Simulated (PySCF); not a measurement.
FH₅N₂OSiW, multiplicity 1. Atoms are numbered in the order given.

```xyz
11

W     -0.0036    -0.4743     0.0000
N     -0.9596    -0.8008     1.4211
H     -1.7806    -1.0743     1.9504
N     -0.9596    -0.8008    -1.4211
H     -1.7806    -1.0743    -1.9504
F      1.4735    -1.6411     0.0000
O      0.4182     1.3637     0.0000
Si     0.0564     2.9935     0.0000
H     -0.7362     3.3275    -1.2192
H     -0.7362     3.3275     1.2192
H      1.3390     3.7515     0.0000
```

The structure is a stationary point at PBE0-D3(BJ)/def2-SVP. The spin state was assumed, not searched. The def2 effective core potentials stand for the cores of W; spin–orbit coupling is left out. The values are those of a single conformer.

Vertical ionisation energy (IE) and electron affinity (EA) in eV. Rows of orbital energies are one-electron estimates. Where ΔSCF, EOM or ADC give a negative EA the extra electron is unbound and the value depends on the basis.

```tsv
level	IE	EA
−ε(HOMO), −ε(LUMO), r2SCAN/def2-TZVP (PySCF)	___	___
−ε(HOMO), −ε(LUMO), PBE/def2-TZVP (PySCF)	6.45	1.97
```

Task: Some entries are withheld; supply them. (Estimate from the structure and the level; the computed values follow.)

Result: 
- −ε(HOMO), −ε(LUMO), r2SCAN/def2-TZVP (PySCF), IE: 6.75
- −ε(HOMO), −ε(LUMO), r2SCAN/def2-TZVP (PySCF), EA: 1.87
